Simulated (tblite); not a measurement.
Isomers of C7H11N. Computed values, GFN2-xTB/tblite, gas phase, harmonic and unscaled. Errors from tens to a few hundred cm⁻¹ against measured bands are possible. One conformer each.

Electronic energies: GFN2-xTB at the same geometries; isomer energies are rough at this level and their order can be wrong.

```csv
SMILES,"electronic energy, lowest = 0 (kJ/mol)"
CC[C@H]1C[C@H](C#N)C1,1.2
C=N[C@@H]1C[C@@]12C[C@H]2C,96.4
[H]/N=C\[C@]12CC[C@H](C1)C2,0.0
[C-]#[N+]C1CCCCC1,12.0
```

**Question.** How do GFN2-xTB zero-point energies change the relative energies?

**Answer.** 
```json
{"SMILES": "[H]/N=C\\[C@]12CC[C@H](C1)C2", "ZPE (kJ/mol)": "436.3", "of it from modes above 1550 cm⁻¹": "209.8", "electronic (kJ/mol)": "0.0", "with ZPE, lowest = 0 (kJ/mol)": "3.9", "lowest mode (cm⁻¹)": "61", "rings": "3"}
{"SMILES": "CC[C@H]1C[C@H](C#N)C1", "ZPE (kJ/mol)": "431.1", "of it from modes above 1550 cm⁻¹": "212.0", "electronic (kJ/mol)": "1.2", "with ZPE, lowest = 0 (kJ/mol)": "0.0", "lowest mode (cm⁻¹)": "32", "rings": "1"}
{"SMILES": "[C-]#[N+]C1CCCCC1", "ZPE (kJ/mol)": "436.2", "of it from modes above 1550 cm⁻¹": "208.9", "electronic (kJ/mol)": "12.0", "with ZPE, lowest = 0 (kJ/mol)": "15.9", "lowest mode (cm⁻¹)": "114", "rings": "1"}
{"SMILES": "C=N[C@@H]1C[C@@]12C[C@H]2C", "ZPE (kJ/mol)": "422.8", "of it from modes above 1550 cm⁻¹": "219.0", "electronic (kJ/mol)": "96.4", "with ZPE, lowest = 0 (kJ/mol)": "86.8", "lowest mode (cm⁻¹)": "82", "rings": "2"}
```

The zero-point energies span 13.5 kJ/mol, from `C=N[C@@H]1C[C@@]12C[C@H]2C` to `[H]/N=C\[C@]12CC[C@H](C1)C2`. With it `CC[C@H]1C[C@H](C#N)C1` becomes the lowest.

**Question.** What do entropy and thermal enthalpy add at 298.15 K and 1 bar (rigid rotor, harmonic oscillator, one conformer each)?

**Answer.** 
```csv
SMILES,point group,symmetry number,S (J/(mol K)),H − H(0) (kJ/mol),ZPE + H − H(0) − TS (kJ/mol)
[H]/N=C\[C@]12CC[C@H](C1)C2,C1,1,346.2,20.83,353.9
CC[C@H]1C[C@H](C#N)C1,C1,1,383.0,24.88,341.8
[C-]#[N+]C1CCCCC1,Cs,1,353.1,22.24,353.2
C=N[C@@H]1C[C@@]12C[C@H]2C,C1,1,374.2,24.92,336.1
```
